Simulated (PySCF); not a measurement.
Atoms are numbered as in `[O:1]=[C:2]([F:3])[c:4]1[cH:5][c:6]([F:7])[cH:8][o:9]1`. Each H is labelled by its parent atom.

Geometry: GFN2-xTB; GIAO shifts from PySCF 2.14, gas phase, non-relativistic, averaged over equivalent atoms.

At PBE0/pcseg-1 (136 basis functions, 12 s wall time on 1 thread of an Arm Neoverse V1, shared host):
```csv
atoms,δ (ppm)
O1,392.9
O9,270.0
C6,164.4
C2,154.0
C4,146.1
C8,138.4
C5,121.4
F3,19.6
F7,-171.7
H(C5),7.72
H(C8),7.69
```

Scale: 17O (σ = 339.55 ppm) vs H2O; 13C (σ = 196.96 ppm) and 1H (σ = 31.87 ppm) against TMS; 19F (σ = 181.73 ppm) against CFCl3 (reference shieldings calculated alike).

Task: Predict the values at PBE0/6-311+G(2d,p) on the same geometry.

Result: 
```
atoms  δ at PBE0/6-311+G(2d,p)  change
   O1                    392.8    -0.1
   O9                    272.5    +2.5
   C6                    162.7    -1.7
   C2                    154.2    +0.2
   C4                    142.6    -3.5
   C8                    136.8    -1.6
   C5                    121.2    -0.2
   F3                     15.0    -4.6
   F7                   -176.5    -4.8
H(C5)                     7.65   -0.07
H(C8)                     7.70   +0.01
```

References, each an isolated molecule treated in the same way: 17O (327.81 ppm) against H2O; 13C (188.91 ppm) and 1H (31.98 ppm) against TMS; 19F (168.58 ppm) vs CFCl3.

The largest change is at F7 (aryl fluorine). Cost: 255 basis functions, 35 s wall time on 1 thread of an Arm Neoverse V1, shared host. The order of the carbon signals is the same at both levels.

Unscaled 19F shifts against computed CFCl3 carry errors that often reach 10 to 50 ppm. Unscaled 17O shifts of doubly bonded oxygen tend to come out too high, by tens of ppm or more. Experimental scales use liquid or dissolved standards, which lie at an offset from isolated H2O (liquid H2O: subtract about 36 ppm).
